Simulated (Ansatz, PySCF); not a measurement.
Si(H)(NHSiH3)3 (H13N3Si4), SMILES [SiH3]N[SiH](N[SiH3])N[SiH3]. Atoms are numbered in the order given.

```xyz
20

Si    -0.6851    -0.0180    -0.6734
N      0.9942     0.3792    -0.8617
Si     2.2637    -0.2983     0.1281
N     -1.4793     1.4802    -0.3299
Si    -0.6380     2.9427     0.1181
N     -0.7818    -1.1340     0.6562
Si    -0.8046    -2.8762     0.6275
H     -1.2773    -0.6781    -1.8719
H      1.2871     0.9648    -1.6385
H      2.0956     0.0389     1.5746
H      3.5484     0.2948    -0.3538
H      2.3595    -1.7873     0.0178
H     -2.4916     1.5326    -0.3874
H      0.2256     2.7596     1.3245
H     -1.6855     3.9628     0.4308
H      0.2243     3.4834    -0.9792
H     -0.8521    -0.6921     1.5703
H     -2.1075    -3.4347     1.1102
H      0.2740    -3.4550     1.4867
H     -0.5922    -3.2945    -0.7888
```

Geometry optimised at PBE0-D3(BJ)/def2-SVP. Other conformers were not sampled.

Two levels are set side by side: PBE-D3(BJ)/def2-SVP (Ansatz, a quantum-chemistry and plane-wave program) and PBE0-D3(BJ)/def2-SVP (Ansatz). Each level has its own optimised geometry; the coordinates shown are those of the second. Frequencies come from the Hessian of PySCF at each geometry. Differences are taken from unrounded values.

```csv
quantity,PBE0-D3(BJ)
mean bond length (Å),1.497
bond Si1–N2 (Å),1.736
bond Si1–N4 (Å),1.730
bond Si1–N6 (Å),1.739
bond N2–Si3 (Å),1.747
bond N4–Si5 (Å),1.746
bond N6–Si7 (Å),1.743
bond Si1–H8 (Å),1.491
bond N2–H9 (Å),1.016
bond Si3–H10 (Å),1.495
bond Si3–H11 (Å),1.495
bond Si3–H12 (Å),1.496
bond N4–H13 (Å),1.015
bond Si5–H14 (Å),1.495
bond Si5–H15 (Å),1.495
bond Si5–H16 (Å),1.497
bond N6–H17 (Å),1.018
highest harmonic wavenumber (cm⁻¹),3640
mean harmonic wavenumber (cm⁻¹),1098
zero-point energy (kcal/mol),84.75
```

### Question
What does PBE-D3(BJ) give, and how far is it from PBE0-D3(BJ)? (An estimate is asked for; the answer gives what the named calculation found.)

### Answer

```tsv
quantity	PBE-D3(BJ)	PBE-D3(BJ) minus PBE0-D3(BJ)
mean bond length (Å)	1.508	0.011
bond Si1–N2 (Å)	1.749	0.013
bond Si1–N4 (Å)	1.742	0.012
bond Si1–N6 (Å)	1.752	0.013
bond N2–Si3 (Å)	1.760	0.014
bond N4–Si5 (Å)	1.759	0.013
bond N6–Si7 (Å)	1.756	0.013
bond Si1–H8 (Å)	1.501	0.010
bond N2–H9 (Å)	1.025	0.009
bond Si3–H10 (Å)	1.506	0.011
bond Si3–H11 (Å)	1.505	0.010
bond Si3–H12 (Å)	1.506	0.010
bond N4–H13 (Å)	1.024	0.009
bond Si5–H14 (Å)	1.506	0.011
bond Si5–H15 (Å)	1.505	0.010
bond Si5–H16 (Å)	1.508	0.011
bond N6–H17 (Å)	1.027	0.009
highest harmonic wavenumber (cm⁻¹)	3521	-118
mean harmonic wavenumber (cm⁻¹)	1061	-37
zero-point energy (kcal/mol)	81.87	-2.87
```

GGA bonds tend to be longer and softer than those of functionals with exact exchange. Differences between two approximate levels are no errors against the true value.
